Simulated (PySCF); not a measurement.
# Radial density of Sb⁺ (antimony, charge +1)

M06-L, [Kr] 4d10 5s2 5p2, high-spin 3P determinant. All numbers are calculated (PySCF 2.14, scalar relativity through the core potential, in aug-cc-pVDZ-PP with ECP28MDF (5s4p3d, 32 functions)). This is the valence pseudo-density: the core potential removes the inner electrons and smooths the orbitals near the nucleus.

```tsv
r (bohr)	4πr²ρ (e/bohr)	4πr²(ρα − ρβ)
0.00494	1.370e-05	0.0000
0.00830	3.790e-05	0.0000
0.0140	0.0001007	0.0000
0.0235	0.0002406	0.0000
0.0395	0.0004537	0.0000
0.0665	0.0008289	0.0000
0.112	0.005529	0.0000
0.188	0.07047	0.0004
0.316	1.191	0.0093
0.532	13.75	0.1268
0.895	22.29	0.0204
1.51	5.832	0.4423
2.53	1.923	0.9351
4.26	0.2293	0.1706
7.16	0.001386	0.0014
12.1	1.983e-05	0.0000
```

Energies and moments cover only the electrons outside the core potential.
